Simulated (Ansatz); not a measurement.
Born–Oppenheimer molecular dynamics of ClF3GeH2S (8 atoms, charge 0, multiplicity 1). It starts at the highest image of a converged band. Of that band: Neighbouring images differ by up to 1.8 eV, so the band resolves the path poorly. A vibrational analysis at the climbing image gives one clearly imaginary mode, 1311i cm⁻¹: a first-order saddle point.

These are results of RHF/def2-SVP in Ansatz 0.2.0, not measurements.

```json
{
  "ensemble": "NVE (velocity Verlet)",
  "time step": "0.5 fs",
  "steps asked": "200",
  "starting velocities drawn for": "100 K",
  "seed": "7908"
}
```

First frame:

```xyz
8
Properties=species:S:1:pos:R:3
Ge -0.406 0.063 -0.148
Cl -0.072 0.734 2.288
F 0.758 -1.129 0.138
F 0.042 1.641 -0.550
F -0.898 -0.468 -1.702
S -2.495 -0.273 0.820
H -2.366 -1.603 0.917
H -1.611 0.163 2.009
```

(1) How far do the bonds stretch over the last three quarters of this one trajectory? (Pairs bonded in most of those frames.)

## Answers

(1) 
| bond | mean (Å) | spread (Å) | shortest | longest |
| --- | --- | --- | --- | --- |
| Ge1–Cl2 | 2.175 | 0.130 | 1.99 | 2.45 |
| Ge1–F3 | 1.702 | 0.008 | 1.68 | 1.72 |
| Ge1–F4 | 1.704 | 0.010 | 1.68 | 1.72 |
| Ge1–F5 | 1.719 | 0.019 | 1.68 | 1.74 |
| S6–H7 | 1.336 | 0.010 | 1.31 | 1.35 |
| S6–H8 | 1.341 | 0.033 | 1.29 | 1.39 |

Mean temperature of the second half: 1328 K. The conserved energy stayed within 0.062 meV per atom of its start (net change 0.015 meV per atom), so the integration is sound. The kinetic energy rose, since the run started high on the potential surface and went downhill. It ends in pieces (ClF3Ge + H2S), so much of that is their flight and rotation, not heat. A run of 0.1 ps of so small a system gives no equilibrium averages. The orbitals stay closed-shell, which can raise the energy where a bond breaks towards radicals; this wasn't checked here.

The run took 7.8 min on 2 threads of Arm Neoverse V1, with other jobs on the host, peak memory 0.31 GiB.
